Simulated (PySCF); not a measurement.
Atoms are numbered as in `[O:1]=[C:2]1[CH2:3][O:4][C@@H:5]1[C@@H:6]([F:7])[C:8]([F:9])([F:10])[F:11]`; H(Xn) means a hydrogen on atom n. Ha(C3) is cis to C6 on the ring; Hb(C3) is trans to C6 on the ring.

[PySCF 2.14.0 with density-fitted response routines: GIAO PBE0/pcSseg-1 shieldings; geometry from PBE0-D3(BJ)/def2-SVP; one averaged value for each set of equivalent atoms; relativity neglected; single conformer; in vacuum]

Scale: 13C (184.41 ppm), 1H (31.27 ppm) against TMS; 17O (334.56 ppm) against H2O; 19F (177.25 ppm) vs CFCl3 (reference shieldings calculated alike).

| atoms | nucleus | count | δ (ppm) |
| --- | --- | --- | --- |
| O4 | 17O | 1 | ? |
| C2 | 13C | 1 | 202.6 |
| C3 | 13C | 1 | 92.8 |
| Ha(C3) | 1H | 1 | 5.33 |
| C5 | 13C | 1 | 101.2 |
| F9/F10/F11 | 19F | 3 | -89.6 |
| C8 | 13C | 1 | 127.5 |
| Hb(C3) | 1H | 1 | ? |
| O1 | 17O | 1 | ? |
| H(C6) | 1H | 1 | ? |
| F7 | 19F | 1 | -227.4 |
| H(C5) | 1H | 1 | 5.34 |
| C6 | 13C | 1 | 88.8 |

Question: Fill in the missing shifts.

Answer: 
- Hb(C3): 5.23 ppm, hydrogen on an sp3 CH2 bonded to O, α to a carbonyl; its carbon carries O, an electronegative neighbour
- H(C6): 4.64 ppm, hydrogen on an sp3 CH bonded to F; its carbon carries F, hence the downfield position
- O1: 668.8 ppm, ketone oxygen
- O4: 16.1 ppm, ether oxygen

Shifts are as computed. Against solution values, carbons near 30 ppm lie about +2 ppm off and those near 130 ppm about +5 ppm. Of 1309 compounds with measured shifts, 239 miss one by over three times the rms of a fit or turn the order of signals round; such compounds aren't used in these exercises. Unscaled 19F shifts against computed CFCl3 carry errors that often reach 10 to 50 ppm. Unscaled 17O shifts of doubly bonded oxygen tend to come out too high, by tens of ppm or more. Experimental scales use liquid or dissolved standards, which lie at an offset from isolated H2O (liquid H2O: subtract about 36 ppm).
